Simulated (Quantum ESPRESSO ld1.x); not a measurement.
Values are calculated unless marked as measured or tabulated.
Radial electron density D(r) = 4 pi r^2 rho(r) of an atom or ion with 12 electrons. Level of theory: scalar-relativistic Kohn-Sham, LDA (Slater exchange, Perdew-Zunger correlation), spin-polarised, spherical densities, point nucleus (ld1.x of Quantum ESPRESSO 7.5).

r (bohr),D(r) (e/bohr)
0.001247,5.224
0.001547,7.396
0.001921,10.38
0.002384,14.39
0.002958,19.69
0.003672,26.48
0.004557,34.85
0.005655,44.66
0.007019,55.40
0.008711,66.01
0.01081,74.94
0.01342,80.33
0.01665,80.76
0.02067,76.34
0.02565,69.66
0.03184,65.66
0.03951,69.12
0.04904,80.39
0.06086,92.22
0.07554,92.82
0.09375,75.69
0.1164,48.10
0.1444,25.75
0.1792,16.31
0.2224,13.11
0.2761,8.376
0.3426,3.194
0.4252,0.6355
0.5277,0.05809
0.655,0.002079

What is the nuclear charge?

Answer. Z = 62. The innermost maximum, from 1s, lies near gamma/Z bohr with gamma = sqrt(1 - (Z/c)^2) = 0.892, here 0.0144 bohr (found: 0.0153), and its height grows with Z. The density is that of the samarium ion Sm50+ in [Ne] 3s2; the configuration itself is not fixed sharply by these data, and Z only to a few units. D(r) has 2 maxima, at r = 0.0153, 0.0686 bohr, and minima at 0.0326 bohr, inside which lie 2.04 electrons.
